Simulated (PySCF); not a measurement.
In(Cl)(NH2)2 (ClH4InN2), SMILES [NH2][In]([NH2])[Cl]. Geometry optimised at PBE-D3(BJ)/def2-SVP. The structure was generated by enumeration; whether it is a known compound was not checked. The def2 effective core potentials stand for the cores of In; spin–orbit coupling is left out. The values are those of a single conformer.

All values below come from PBE-D3(BJ)/def2-SVP (PySCF 2.14.0).

Harmonic wavenumbers (cm⁻¹): 100, 107, 124, 167, 231, 343, 482, 484, 608, 610, 776, 826, 1473, 1486, 3413, 3414, 3516, 3516. Rotational constants (GHz): 4.225, 2.391, 1.541; symmetry number 1.

Work out the zero-point energy and the ideal-gas rigid-rotor harmonic-oscillator thermochemistry at 298.15 K and 1 atm.

ZPE = ½ Σ hcν = ½ × 21676 cm⁻¹ = 30.99 kcal/mol. H − E(el) = 36.24 kcal/mol. Entropy in cal/(mol K): translation 41.51, rotation 27.43, vibration 18.08, total 87.01. G − E(el) = 10.30 kcal/mol. Cp = 25.10 cal/(mol K). Modes under 150 cm⁻¹ make the vibrational entropy uncertain.
